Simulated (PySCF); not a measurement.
SbF3, SMILES [Sb]([F])([F])[F].

Geometry: B3LYP-D3(BJ)/def2-SVP. The isomer is the one that the SMILES or the coordinates give; other isomers of the formula were not compared. The def2 effective core potentials stand for the cores of Sb; spin–orbit coupling is left out.

Two levels are set side by side: PBE/def2-TZVPD (PySCF) and HF/def2-TZVPD (PySCF). Same geometry, gas phase. Differences are taken from unrounded values.

```json
[
 {"quantity": "orbital gap (eV)", "HF": "13.86", "PBE": "5.89", "PBE minus HF": "-7.97"},
 {"quantity": "highest occupied level (eV)", "HF": "-13.05", "PBE": "-8.58", "PBE minus HF": "4.47"},
 {"quantity": "lowest empty level (eV)", "HF": "0.81", "PBE": "-2.69", "PBE minus HF": "-3.50"},
 {"quantity": "dipole moment (D)", "HF": "4.32", "PBE": "3.78", "PBE minus HF": "-0.55"},
 {"quantity": "mean polarisability (bohr³)", "HF": "34.2", "PBE": "40.0", "PBE minus HF": "5.8"}
]
```

PBE's occupied levels lie high since its potential decays too fast outside the molecule; exact exchange lowers them and widens the gap. PBE's more diffuse valence density responds more strongly to a field. Differences between two approximate levels are no errors against the true value.

Rough cost on one machine, each run with all the roots and properties that it gave: HF against PBE within a factor of 2.
